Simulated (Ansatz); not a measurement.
Basis-set extrapolation for C₂H₁₀AlNSi (`C[SiH](C)[AlH][NH2]`) (PBE0-D4/def2-TZVP geometry, frozen core, Ansatz 0.2.0). Multiplicity 1, RHF reference.

```json
{"": "HF", "def2-TZVPP": "-666.983406", "def2-QZVPP": "-667.006224"}
{"": "MP2 correlation", "def2-TZVPP": "-0.780333", "def2-QZVPP": "-0.833304"}
{"": "CCSD(T) correlation", "def2-TZVPP": "-0.875172", "def2-QZVPP": "not run"}
```

Energies in hartree. Use E(X) = E(∞) + A·exp(−7.88·√X) for Hartree–Fock and E(X) = E(∞) + B·X^(−2.97) for correlation, with X = 3 and 4, and add CCSD(T) minus MP2 of the smaller set to the MP2 limit.

Task: What is the CCSD(T) energy at the basis-set limit?

Result: HF limit: -667.006224 + (-0.022818) × 0.13774 = -667.00937. MP2 limit: -0.833304 + (-0.052971) × 0.74074 = -0.87254. Higher-order term: -0.875172 − (-0.780333) = -0.09484. Total: -667.97675 hartree, 310.3 kJ/mol below CCSD(T)/def2-TZVPP.
